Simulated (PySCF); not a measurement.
**How methods differ on the excitation energy of As**

As [Ar] 3d10 4s2 4p3 (4S) → As [Ar] 3d10 4s1 4p4 (4P), as a difference of total energies. Computed with PySCF 2.14 in aug-cc-pwCVDZ-PP with ECP10MDF, with scalar relativity through the core potential. Correlated levels: valence: 3s2 3p6 3d10 frozen. The calculations carry no spin-orbit coupling.

```
           method  excitation energy (cm⁻¹)
              UHF                     69574
    MP2 (valence)                     69977
SCS-MP2 (valence)                     70017
   CCSD (valence)                     65667
CCSD(T) (valence)                     64559
```

The coupled-cluster amplitudes are large for the upper state (T1 above 0.03 or a double amplitude above 0.15), so a single reference is strained.
